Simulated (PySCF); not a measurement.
## Two-component Hartree-Fock for Te⁺ (tellurium, charge +1)

Start: [Kr] 4d10 5s1 5p4; 5s1/2 filled at m_j = +1/2; 5p1/2 filled at m_j = +1/2; 5p3/2 filled at m_j = -1/2, +1/2, +3/2. Calculated with PySCF 2.14 in x2c-TZVPall-2c with one added diffuse shell each of s, p, d, f type (9s10p6d3f, 90 functions): generalised Hartree-Fock with the X2C-1e Hamiltonian and a Gaussian nucleus; one run each with spin-orbit coupling (SO) switched off, then screened by Boettger's factors. This is a chosen level, not necessarily the ground level.

| spinor shell | electrons | ε, spin-free (eV) | ε, screened SO (eV) | weight of nominal j (screened SO) | rms radius, screened SO (bohr) |
| --- | --- | --- | --- | --- | --- |
| 1s1/2 | 2 | -31983.5 | -31980.0 | 1.000 | 0.0318 |
| 2s1/2 | 2 | -5011.1 | -5010.0 | 1.000 | 0.130 |
| 2p1/2 | 2 | -4492.4 | -4683.1 | 1.000 | 0.112 |
| 2p3/2 | 4 | -4492.4 | -4406.0 | 1.000 | 0.117 |
| 3s1/2 | 2 | -1047.4 | -1047.0 | 1.000 | 0.343 |
| 3p1/2 | 2 | -874.80 | -911.32 | 1.000 | 0.336 |
| 3p3/2 | 4 | -874.80 | -857.99 | 1.000 | 0.347 |
| 3d3/2 | 4 | -614.29 | -620.57 | 1.000 | 0.320 |
| 3d5/2 | 6 | -614.29 | -609.65 | 1.000 | 0.323 |
| 4s1/2 | 2 | -203.74 | -203.55 | 1.000 | 0.815 |
| 4p1/2 | 2 | -147.90 | -154.86 | 0.999 | 0.857 |
| 4p3/2 | 4 | -147.90 | -144.52 | 1.000 | 0.886 |
| 4d3/2 | 4 | -63.600 | -64.481 | 0.971 | 1.04 |
| 4d5/2 | 6 | -63.600 | -62.762 | 0.981 | 1.05 |
| 5s1/2 | 1 | -32.995 | -32.865 | 1.000 | 2.18 |
| 5p3/2 | 3 | -18.457 | -19.649 | 0.608 | 2.59 |
| 5p1/2 | 1 | -18.457 | -15.057 | 0.584 | 2.80 |

| quantity | spin-free | screened SO |
| --- | --- | --- |
| E (hartree) | -6789.33347 | -6791.23126 |
| M_J | 5/2 | 5/2 |
| ⟨J²⟩ | 8.772 | 8.774 |
| ⟨L²⟩ | 2.005 | 2.074 |
| ⟨S²⟩ | 3.767 | 3.748 |

Each row is a mean over spinors that exchange with the open shell spreads, by up to 1.106 eV (5p3/2).

Rows whose weight is well below 1 are mixtures of j = l ± 1/2: exchange outweighs spin-orbit coupling there, and the label is only the starting occupation.

Breit and QED terms are absent; they matter most for the inner s and p1/2 levels.

Densities and radii are taken from the X2C orbitals without a picture-change correction, which distorts them close to the nucleus.

Without spin-orbit coupling the j labels of p, d and f shells carry no meaning; the spin-free column gives the mean over the occupied spinors of each nl shell.
